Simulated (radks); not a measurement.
Ge I, configuration [Ar] 3d10 4s2 4p2 (the NIST ground configuration). All-electron calculation, Dirac Kohn-Sham, exchange-only LDA, spin-unpolarised, spherical densities, finite nucleus; open shells fill j = l - 1/2 first; Fermi nuclear charge, rms radius 4.0742 fm. Program: a radial shooting solver on a logarithmic mesh with Libxc functionals. Some entries of the table are withheld. Estimate them.

orbital,occ.,eigenvalue (eV),r(max) (bohr)
1s1/2,2,-10935.21,0.03077
2s1/2,2,(1),0.1764
2p1/2,2,-1217.015,0.1392
2p3/2,4,-1185.218,0.1422
3s1/2,2,-166.0211,0.5431
3p1/2,2,-116.5920,0.5375
3p3/2,4,-112.3051,0.5461
3d3/2,4,(2),0.5001
3d5/2,6,(3),0.5030
4s1/2,2,-10.7544,1.737
4p1/2,2,-3.1394,2.195
4p3/2,0,-2.9569,2.241
5s1/2,0,-0.1636,7.226

Answer. 
(1) 2s1/2 eigenvalue (eV): -1366.993
(2) 3d3/2 eigenvalue (eV): -28.3085
(3) 3d5/2 eigenvalue (eV): -27.7237
